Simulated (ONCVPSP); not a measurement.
**Plane-wave convergence, ONCV potential for gadolinium (Gd)**

Gd, optimised norm-conserving Vanderbilt (ONCV), made with ONCVPSP 4.0.1 (PBEsol, scalar-relativistic). Core [Kr] 4d10, reference 4f7 5s2 5p6 5d1 6s1 (charge +1). Waves: 5s+6s: rc 2.45 bohr, ncon 4, nbas 9, qcut 4.4 1/bohr, 2 projectors; 5p: rc 2.50 bohr, ncon 4, nbas 7, qcut 4.7 1/bohr, 2 projectors, debl 1.6 Ha; 5d: rc 3.30 bohr, ncon 4, nbas 8, qcut 5.5 1/bohr, 3 projectors, debl 1 Ha; 4f: rc 1.05 bohr, ncon 5, nbas 9, qcut 14.2 1/bohr, 2 projectors, debl 0.5 Ha. Local part: polynomial inside 0.95 bohr (lpopt 5, dvloc0 4 Ha). Core correction: Teter function, fcfact 4, rcfact 1.8.

In the f channel the program set the typed energies aside and used -0.554, 0.250 Ha.

Problem. For each optimised wave give the share of its norm inside rc, the residual kinetic energy above qcut (Ha) and the cutoffs (Ha) for errors of 10, 1, 0.1 and 0.01 mHa per electron.

Solution.

```tsv
wave	norm inside rc	residual KE	10 mHa	1 mHa	0.1 mHa	0.01 mHa
5s	0.982	9.5e-06	2.9	4.1	7.6	9.9
6s	0.137	4.1e-05	2.5	6.0	8.9	22.1
5p	0.942	8.2e-07	5.5	7.3	8.7	9.9
p projector 2	0.107	1.3e-05	4.7	6.4	7.7	12.5
5d	0.788	1.7e-09	5.8	8.0	9.7	11.1
d projector 2	0.221	9.9e-09	6.2	8.4	10.3	11.9
d projector 3	0.214	2.2e-07	7.3	9.4	11.2	12.9
4f	0.737	3.2e-03	93.2	185.5	301.2	331.7
f projector 2	0.020	1.4e-04	71.1	89.0	103.4	190.8
```

The occupied waves need 185 Ha and 301 Ha for 1 and 0.1 mHa. Note: ghosts flagged at negative energy: s at -118.1 eV; GHOST(+) flagged for p at 51.8 eV, d at 332.5 eV. A true bound ghost makes a file unfit for plane-wave use.
